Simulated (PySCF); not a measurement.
Ge(Cl)2(Br)(OH), SMILES [OH][Ge]([Cl])([Cl])[Br], PBE0/def2-SVP optimised geometry.

```
6

O      0.97    -0.58     0.00
Ge    -0.78    -0.58     0.00
Cl    -1.52    -1.55     1.75
Cl    -1.35     1.46     0.00
Br    -1.62    -1.65    -1.83
H      1.35    -1.46     0.06
```

Density from PBE0/def2-TZVP in PySCF at that geometry.

Minimum of the electron density along straight lines between bonded atoms, close to the bond critical point (lines longer than 1.1 times the sum of covalent radii, or with two minima, are not listed):

```json
[
 {"bond": "O1–Ge2", "length / Å": "1.750", "ρ at the minimum / e bohr⁻³": "0.155", "∇²ρ there / e bohr⁻⁵": "0.71", "position (fraction from the first atom)": "0.53"},
 {"bond": "Ge2–Cl3", "length / Å": "2.138", "ρ at the minimum / e bohr⁻³": "0.109", "∇²ρ there / e bohr⁻⁵": "0.17", "position (fraction from the first atom)": "0.43"},
 {"bond": "Ge2–Cl4", "length / Å": "2.122", "ρ at the minimum / e bohr⁻³": "0.113", "∇²ρ there / e bohr⁻⁵": "0.18", "position (fraction from the first atom)": "0.43"},
 {"bond": "Ge2–Br5", "length / Å": "2.282", "ρ at the minimum / e bohr⁻³": "0.099", "∇²ρ there / e bohr⁻⁵": "0.05", "position (fraction from the first atom)": "0.43"},
 {"bond": "O1–H6", "length / Å": "0.966", "ρ at the minimum / e bohr⁻³": "0.352", "∇²ρ there / e bohr⁻⁵": "-2.39", "position (fraction from the first atom)": "0.81"}
]
```
